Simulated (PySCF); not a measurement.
The complex [Co(H2O)3]3+ (charge +3) contains Co(III), shell d6. The structure is a model geometry with rigid ligands and bond lengths from ionic radii, not a minimum; coordination trigonal planar, point group D3h, metal–donor distances 1.79 Å.

Method (PySCF 2.14, density fitting): CASSCF(6,5) with orbitals averaged over all microstates of the shell, strongly contracted NEVPT2 on the averaged canonical orbitals; basis x2c-TZVPall on the metal, x2c-SVPall elsewhere; spin-free X2C; gas phase; spin-orbit coupling by state interaction with the mean-field operator over all roots.

CASSCF energies above the lowest CASSCF root:

| state | CASSCF / cm⁻¹ |
| --- | --- |
| 5A1' | 0 |
| 5E'' | 347 |
| 5E' | 6901 |
| 3E'' | 23306 |
| 3A1'' | 23635 |
| 3A2'' | 23663 |
| 3E' | 23708 |
| 3E' | 24159 |
| 3E'' | 25070 |
| 3A2' | 25112 |
| 3E'' | 25958 |
| 3A2' | 27328 |
| 3E' | 27436 |
| 3E'' | 28314 |
| 3A2'' | 28924 |
| 3A1'' | 29676 |
| 3A2' | 30352 |
| 3A1' | 30384 |
| 3E'' | 33063 |
| 3E' | 33279 |
| 1A1' | 34410 |
| 1A2' | 34451 |

Task: How does dynamic correlation (SC-NEVPT2) move these states?

Result: 
```
state  NEVPT2 / cm⁻¹  shift / cm⁻¹
 5A1'              0             0
 5E''           2441         +2094
  5E'           9034         +2133
 3E''          24019          +713
3A1''          23030          -606
3A2''          22982          -681
  3E'          23873          +165
  3E'          22954         -1205
 3E''          25911          +841
 3A2'          26782         +1670
 3E''          24278         -1680
 3A2'          24620         -2708
  3E'          25506         -1930
 3E''          27148         -1166
3A2''          27831         -1093
3A1''          28196         -1480
 3A2'          29664          -688
 3A1'          28268         -2117
 3E''          30948         -2115
  3E'          33291           +12
 1A1'          32748         -1662
 1A2'          32780         -1671
```

The geometry is a model, and the complex may not exist in this form. NEVPT2 lifts 5E' from 6901 to 9034 cm⁻¹; on the d shell alone such lifts tend to overshoot. NEVPT2 on the d shell alone tends to put d–d bands too high for such charged or covalently bound ions. Gaps between spin states lean to high spin in this active space.
